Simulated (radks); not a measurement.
The numbers below are computed, except where a source is named.
Ionisation of the neon ion Ne+, [He] 2s2 2p5, to Ne2+, [He] 2s2 2p4, under several functionals. Scalar-relativistic Kohn-Sham, spin-unpolarised, spherical densities, finite nucleus; a radial shooting solver on a logarithmic mesh with Libxc functionals.

| functional | E(Ne+) (hartree) | Exc (hartree) | IE (eV) | -e(HOMO) (eV) | <r> HOMO (bohr) | IE error (eV) |
|---|---|---|---|---|---|---|
| LDA (Slater exchange, Perdew-Wang correlation) | -127.54220 | -11.14485 | 43.409 | 32.437 | 0.8833 | +2.446 |
| PW91 | -128.26359 | -11.90118 | 43.404 | 32.400 | 0.8827 | +2.441 |
| TASK exchange with Perdew-Wang LDA correlation | -128.26199 | -11.91204 | 44.575 | 33.596 | 0.8752 | +3.612 |
| SOGGA | -127.78461 | -11.40171 | 43.025 | 32.053 | 0.8839 | +2.062 |
| r2SCAN | -128.23137 | -11.87745 | 43.964 | 32.995 | 0.8800 | +3.001 |
| revPBE | -128.25931 | -11.89656 | 43.204 | 32.210 | 0.8833 | +2.241 |
| SCAN | -128.24887 | -11.89782 | 43.983 | 33.015 | 0.8795 | +3.020 |
| exchange-only B88 | -127.94940 | -11.57603 | 42.168 | 31.198 | 0.8855 | +1.205 |
| Wu-Cohen GGA | -128.03056 | -11.66029 | 43.265 | 32.269 | 0.8821 | +2.302 |
| RPBE | -128.28153 | -11.91876 | 43.209 | 32.217 | 0.8840 | +2.246 |
| LDA (Slater exchange, Perdew-Zunger correlation) | -127.53971 | -11.14207 | 43.402 | 32.432 | 0.8834 | +2.439 |

NIST Atomic Spectra Database: 40.963 eV (measured). Closest: exchange-only B88. The Delta-SCF values span 2.41 eV, the total energies 0.74 hartree. The highest occupied level is 2p. Spin polarisation and multiplet splitting are left out, so open shells lie too high by an amount that depends on their filling.

Beside tabulated values, note that spin-unpolarised runs miss the spin-polarisation part of the exchange energy of open shells.
